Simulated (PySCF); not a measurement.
## Two-component Hartree-Fock for Hf⁺ (hafnium, charge +1)

Start: [Xe] 4f14 5d3; 5d5/2 filled at m_j = +1/2, +3/2, +5/2. Calculated with PySCF 2.14 in x2c-TZVPall-2c: generalised Hartree-Fock with the X2C-1e Hamiltonian and a Gaussian nucleus; spin-orbit coupling (SO) screened by Boettger's factors. This is a chosen level, not necessarily the ground level.

```tsv
spinor shell	electrons	ε, screened SO (eV)	weight of nominal j (screened SO)	rms radius, screened SO (bohr)
1s1/2	2	-65678.3	1.000	0.0215
2s1/2	2	-11371.0	1.000	0.0869
2p1/2	2	-10840.3	1.000	0.0740
2p3/2	4	-9642.9	1.000	0.0812
3s1/2	2	-2653.5	1.000	0.222
3p1/2	2	-2418.4	1.000	0.214
3p3/2	4	-2157.2	1.000	0.228
3d3/2	4	-1763.7	1.000	0.202
3d5/2	6	-1707.2	1.000	0.206
4s1/2	2	-568.49	1.000	0.498
4p1/2	2	-470.83	1.000	0.508
4p3/2	4	-410.49	1.000	0.541
4d3/2	4	-249.40	1.000	0.571
4d5/2	6	-238.07	1.000	0.583
5s1/2	2	-84.506	1.000	1.23
5p1/2	2	-54.203	0.975	1.38
5p3/2	4	-46.074	0.987	1.49
4f5/2	6	-36.427	0.995	0.746
4f7/2	8	-34.723	0.996	0.753
5d5/2	3	-12.361	0.711	2.58
```

```json
{"quantity": "E (hartree)", "screened SO": "-15082.48110"}
{"quantity": "M_J", "screened SO": "9/2"}
{"quantity": "⟨J²⟩", "screened SO": "24.761"}
{"quantity": "⟨L²⟩", "screened SO": "12.443"}
{"quantity": "⟨S²⟩", "screened SO": "3.754"}
```

Each row is a mean over spinors that exchange with the open shell spreads, by up to 4.557 eV (5p3/2).

Rows whose weight is well below 1 are mixtures of j = l ± 1/2: exchange outweighs spin-orbit coupling there, and the label is only the starting occupation.

Breit and QED terms are absent; they matter most for the inner s and p1/2 levels.

Densities and radii are taken from the X2C orbitals without a picture-change correction, which distorts them close to the nucleus.
